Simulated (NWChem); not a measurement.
Molecule: C2H3AgO; SMILES [CH3][Ag]<-[C-]#[O+]

```xyz
7

Ag    -0.6037     0.0735     0.0030
C     -1.1271     2.0835     0.0053
H     -0.3764     2.6868    -0.5300
H     -1.2019     2.4710     1.0341
H     -2.1005     2.2394    -0.4870
O      0.1966    -2.9995    -0.0005
C     -0.0873    -1.9087     0.0007
```
Atoms are numbered in this order, from 1.

Level: PBE0/def2-SVP with def2 effective core potentials on Ag (NWChem), optimised geometry, unscaled harmonic frequencies. def2 effective core potentials on Ag; no spin-orbit coupling.

```json
[
 {"frequency (cm⁻¹)": "59", "IR intensity (km/mol)": "3.1"},
 {"frequency (cm⁻¹)": "59", "IR intensity (km/mol)": "3.1"},
 {"frequency (cm⁻¹)": "296", "IR intensity (km/mol)": "5.5"},
 {"frequency (cm⁻¹)": "298", "IR intensity (km/mol)": "4.7"},
 {"frequency (cm⁻¹)": "298", "IR intensity (km/mol)": "4.7"},
 {"frequency (cm⁻¹)": "516", "IR intensity (km/mol)": "9.7"},
 {"frequency (cm⁻¹)": "660", "IR intensity (km/mol)": "64.9"},
 {"frequency (cm⁻¹)": "660", "IR intensity (km/mol)": "64.9"},
 {"frequency (cm⁻¹)": "1162", "IR intensity (km/mol)": "1.2"},
 {"frequency (cm⁻¹)": "1426", "IR intensity (km/mol)": "0.1"},
 {"frequency (cm⁻¹)": "1426", "IR intensity (km/mol)": "0.1"},
 {"frequency (cm⁻¹)": "2277", "IR intensity (km/mol)": "349.2"},
 {"frequency (cm⁻¹)": "3045", "IR intensity (km/mol)": "18.2"},
 {"frequency (cm⁻¹)": "3149", "IR intensity (km/mol)": "7.3"},
 {"frequency (cm⁻¹)": "3149", "IR intensity (km/mol)": "7.3"}
]
```

* **zero-point energy**: 26.4 kcal/mol
* **thermal correction to the enthalpy at 298.15 K (with zero-point energy)**: 30.9 kcal/mol
* **heat capacity Cv**: 18.4 cal/(mol K)
* **entropy at 298.15 K and 1 atm (symmetry number 3)**: 77.3 cal/(mol K)

Rigid rotor and harmonic oscillator; modes under 100 cm⁻¹ make the entropy uncertain.
